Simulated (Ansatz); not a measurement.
A trace of molecular dynamics of C$_{2}$H$_{8}$OSiTe (13 atoms, charge 0, multiplicity 1).

The calculation used RKS revPBE/def2-SVP (Ansatz).

- ensemble: NVE (velocity Verlet)
- starting velocities drawn for: 300 K
- seed: 3565

| time (fs) | T (K) | potential energy less start (eV) | conserved less start (meV/atom) |
| --- | --- | --- | --- |
| 0.0 | 300 | 0.000 | 0.00 |
| 4.0 | 198 | 0.146 | 0.06 |
| 8.0 | 144 | 0.222 | 0.06 |
| 12.0 | 119 | 0.258 | 0.07 |
| 16.0 | 118 | 0.259 | 0.07 |
| 20.0 | 120 | 0.257 | 0.08 |
| 24.0 | 119 | 0.258 | 0.07 |
| 28.0 | 164 | 0.194 | 0.05 |
| 32.0 | 218 | 0.117 | 0.03 |
| 36.0 | 185 | 0.164 | 0.06 |
| 40.0 | 168 | 0.188 | 0.04 |
| 44.0 | 113 | 0.267 | 0.06 |
| 48.0 | 130 | 0.242 | 0.05 |
| 52.0 | 152 | 0.210 | 0.04 |
| 56.0 | 146 | 0.220 | 0.08 |
| 60.0 | 196 | 0.149 | 0.06 |
| 64.0 | 154 | 0.208 | 0.08 |
| 68.0 | 176 | 0.177 | 0.04 |
| 72.0 | 147 | 0.219 | 0.06 |
| 76.0 | 143 | 0.224 | 0.04 |
| 80.0 | 169 | 0.187 | 0.04 |
| 84.0 | 178 | 0.175 | 0.05 |
| 88.0 | 182 | 0.169 | 0.08 |
| 92.0 | 186 | 0.162 | 0.06 |
| 96.0 | 139 | 0.230 | 0.07 |
| 100.0 | 131 | 0.241 | 0.05 |

Question: Is this trajectory sound?

Answer: The conserved energy stayed within 0.092 meV per atom of its start (net change 0.045 meV per atom), so the integration is sound. A run of 0.1 ps of so small a system gives no equilibrium averages. The orbitals stay closed-shell, which can raise the energy where a bond breaks towards radicals; this wasn't checked here. The time step was 0.5 fs.

Time of the run: 6.5 min on 2 threads of Intel(R) Xeon(R) Platinum 8488C (Sapphire Rapids), on a shared host, peak memory 0.18 GiB.
